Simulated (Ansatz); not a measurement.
`C#[C][Zr]([OH])([F])[Cl]` + `N=C=O` → `O=C=[N][Zr]([OH])([F])[Cl]` + `C#C`  (ligand exchange at a Zr–C bond)

Isolated molecules relaxed with PBE0-D4/def2-TZVP in Ansatz; ΔE leaves out vibrations. CBS: MP2 limit from def2 TZ/QZ plus the TZ coupled-cluster correction, frozen cores. This one scheme is used for every species. def2 core potentials past Kr. For Zr outer-core shells are correlated without core-valence functions, which leaves a few kJ/mol of doubt a bond. Each species was taken in one conformer, which may not be the lowest.

`C#[C][Zr]([OH])([F])[Cl]`:

```xyz
8

C    -2.513   -0.236    0.103
C    -1.307   -0.210   -0.044
Zr    0.852   -0.200   -0.345
O     1.568    1.197    0.704
F     1.214    0.118   -2.177
Cl    1.736   -2.273    0.315
H    -3.572   -0.261    0.232
H     2.022    1.864    1.212
```

`N=C=O`:

```xyz
4

N    -0.142    0.677    0.329
C     0.317   -0.276   -0.255
O     0.872   -1.112   -0.838
H    -1.047    0.712    0.764
```

`O=C=[N][Zr]([OH])([F])[Cl]`:

```xyz
8

O    -2.902   -1.436    1.496
C    -1.945   -1.077    0.942
N    -0.955   -0.708    0.366
Zr    0.712    0.009   -0.546
O     1.232    1.631    0.272
F     2.112   -1.255   -0.363
Cl    0.263    0.370   -2.825
H     1.483    2.466    0.659
```

`C#C`:

Cartesian coordinates in Å:
```
C 0.562 0.191 -0.075
C -0.562 -0.191 0.075
H 1.562 0.532 -0.209
H -1.562 -0.532 0.209
```

| species | CCSD(T)/CBS(def2) energy (Eh) |
| --- | --- |
| `C#[C][Zr]([OH])([F])[Cl]` | -759.21682 |
| `N=C=O` | -168.51995 |
| `O=C=[N][Zr]([OH])([F])[Cl]` | -850.54985 |
| `C#C` | -77.22717 |

(1) Work out ΔE.

(2) What do rigid-rotor, harmonic-oscillator terms from PBE0-D4/def2-TZVP frequencies (298.15 K, 1 bar) make of the CCSD(T)/CBS value? (Best estimate.)

Largest T1 diagnostic among the species: 0.018.

## Answers

(1) ΔE = (-850.54985) + (-77.22717) − (-759.21682) − (-168.51995) = -0.04025 Eh = -105.7 kJ/mol.

(2) Computed: ΔZPE = +1.9 kJ/mol, ΔH = -103.8 kJ/mol, ΔS = -18 J/(mol·K), ΔG = -98.6 kJ/mol. Modes under 50 cm⁻¹ make the entropy rough.

In def2-TZVPP, CCSD(T) changes the Hartree–Fock value by +14.8 kJ/mol (the triples alone add +3.0 kJ/mol) and MP2 by +13.2 kJ/mol. From PBE to PBE0 (25 % exact exchange), in def2-TZVPP and without D4, ΔE moves by −5.3 kJ/mol. At CCSD(T), def2-SVP lies −8.1 kJ/mol from the extrapolated value and def2-TZVPP +2.8 kJ/mol.
